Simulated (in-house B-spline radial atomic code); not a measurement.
Values are calculated unless marked as measured or tabulated.
# Mn in an electron gas of r_s = 1.8: phase shifts, screening and friction

A nucleus sits in a uniform electron gas with a rigid positive background. The Kohn-Sham equations are solved self-consistently in the spin-unpolarised LDA (PW92), non-relativistic, on B-splines with outgoing waves at the boundary and partial waves to l = 8. The model has no lattice, no bands and no magnetic solution. Atomic units; δ_l are the phase shifts at the Fermi level, counted so that each bound state adds π, and good to about 0.0005.

The density parameter is r_s = 1.8 bohr.

```tsv
l	δ_l (rad)
0	8.7416
1	6.1933
2	2.3085
3	0.0399
4	0.0097
5	0.0019
6	0.0003
7	-0.0002
8	-0.0003
```

Bound levels below the band bottom (hartree): s -232.8, s -25.94, p -22.14, s -2.244, p -1.175.

Check the Friedel sum rule, and say where the screening charge sits.

k_F = (9π/4)^(1/3)/r_s = 1.06620. The rule is Z = (2/π) Σ (2l + 1) δ_l. The terms are s 5.565, p 11.828, d 7.348, f 0.178 and 0.066 beyond, in all 24.986 against Z = 25. Bound states hold 6 s, 12 p, 0 d electrons, so the scattering states carry 6.99 in all; where a term is smaller than its bound count, the bound level has drawn weight out of the band.

Find the transport cross section and the electronic stopping of a 2 keV Mn ion (mass 54.94 u).

σ_tr = (4π/k_F²) Σ (l + 1) sin²(δ_l − δ_(l+1)). The terms for l = 0 to 3 are 0.3126, 0.9157, 1.7614, 0.0036, all together 2.9937, so σ_tr = 11.054 × 2.9937 = 33.094 bohr². With n = 3/(4π r_s³) = 0.04093, the friction coefficient is Q = n k_F σ_tr = 1.4444. For v well below v_F = 1.066, dE/dx = Q v; with 24801 eV per u at v = 1, v = √(2000/(24801 × 54.94)) = 0.0383, so dE/dx = 0.05534 hartree/bohr = 28.5 eV/nm. The largest term couples the d and f waves.
